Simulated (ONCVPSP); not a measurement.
**lanthanum (La) ONCV: all-electron and pseudo phase curves**

```json
{
 "Element": "La (Z = 57)",
 "Generator": "ONCVPSP 4.0.1",
 "Type": "optimised norm-conserving Vanderbilt (ONCV)",
 "Functional": "PBE",
 "Relativity": "scalar-relativistic",
 "Frozen core": "[Kr] 4d10",
 "Valence charge": "11",
 "Reference configuration": "5s2 5p6 5d1 6s2",
 "Partial waves": "5s+6s: rc 2.80 bohr, ncon 4, nbas 8, qcut 4.6 1/bohr, 2 projectors; 5p: rc 1.85 bohr, ncon 4, nbas 7, qcut 4.4 1/bohr, 1 projector; 5d: rc 3.35 bohr, ncon 4, nbas 8, qcut 3.8 1/bohr, 2 projectors, debl 1.8 Ha; f scattering state at 0.07 Ha: rc 3.30 bohr, ncon 4, nbas 7, qcut 3.4 1/bohr, 2 projectors, debl 2.3 Ha",
 "Local potential": "polynomial inside 1.20 bohr (lpopt 5, dvloc0 3 Ha)",
 "Core correction": "Teter function fitted to the true core (icmod 2), fcfact 0.7"
}
```

In the f channel the program set the typed energies aside and used -0.160, 2.140 Ha.

The phase is arctan(r·R′/R) of the radial function R(r), unwrapped; energies in Ha, scanned from -3 to 5 Ha. A pole is an energy at which the radial function vanishes at the test radius. The pseudo phase is shifted by a multiple of π to meet the all-electron one at the reference energy, and phase errors are pseudo minus all-electron; the curves can meet again beyond the range given. Levels narrower than the energy grid can be missing from the lists of poles. Where the grid stepped over a known ghost or core level, its pole and its step of π were put in at the level’s energy.

```json
{"channel": "s", "radius (bohr)": "2.84", "reference energy (Ha)": "-0.14", "poles, all-electron": "-1.35, 1.84", "poles, pseudo": "-2.26, -1.35, 1.82", "unbroken range about the reference energy with phases within 0.05 rad": "-2.3 to 3.0", "phase error 1 Ha above the reference energy (rad)": "-0.001"}
{"channel": "p", "radius (bohr)": "1.88", "reference energy (Ha)": "-0.82", "poles, all-electron": "0.92", "poles, pseudo": "0.10, 1.44", "unbroken range about the reference energy with phases within 0.05 rad": "below -0.1", "phase error 1 Ha above the reference energy (rad)": "-0.286"}
{"channel": "d", "radius (bohr)": "3.40", "reference energy (Ha)": "-0.11", "poles, all-electron": "0.14, 2.21", "poles, pseudo": "0.14, 2.22", "unbroken range about the reference energy with phases within 0.05 rad": "below 3.2", "phase error 1 Ha above the reference energy (rad)": "+0.009"}
{"channel": "f", "radius (bohr)": "3.36", "reference energy (Ha)": "-0.16", "poles, all-electron": "-0.14, 1.27, 3.53", "poles, pseudo": "-0.13, 2.47, 4.15", "unbroken range about the reference energy with phases within 0.05 rad": "-0.2 to -0.2", "phase error 1 Ha above the reference energy (rad)": "+2.720"}
```

Note: ghosts flagged at negative energy: s at -61.6 eV, f at -1319.9 eV; GHOST(+) flagged for d at 249.9 eV, f at 325.9 eV. A true bound ghost makes a file unfit for plane-wave use.

Phases in the p channel:

```
E (Ha)  all-electron  pseudo
 -2.98         1.130   1.117
 -2.76         1.078   1.062
 -2.54         1.009   0.990
 -2.32         0.912   0.888
 -2.10         0.769   0.739
 -1.88         0.551   0.513
 -1.66         0.216   0.176
 -1.44        -0.221  -0.251
 -1.22        -0.633  -0.645
 -1.00        -0.926  -0.928
 -0.78        -1.116  -1.116
 -0.56        -1.242  -1.246
 -0.34        -1.330  -1.343
 -0.12        -1.396  -1.429
  0.10        -1.446  -1.569
  0.32        -1.487  -4.316
  0.54        -1.521  -4.559
  0.76        -1.551  -4.619
  0.98        -1.578  -4.656
  1.20        -1.603  -4.685
  1.42        -1.627  -4.710
  1.64        -1.651  -4.733
  1.86        -1.675  -4.754
  2.08        -1.700  -4.774
  2.30        -1.727  -4.795
  2.52        -1.758  -4.816
  2.74        -1.794  -4.839
  2.96        -1.837  -4.864
  3.18        -1.892  -4.892
  3.40        -1.964  -4.925
  3.62        -2.067  -4.966
  3.84        -2.221  -5.017
  4.06        -2.468  -5.087
  4.28        -2.859  -5.186
  4.50        -3.356  -5.339
  4.72        -3.772  -5.594
  4.94        -4.039  -6.019
```
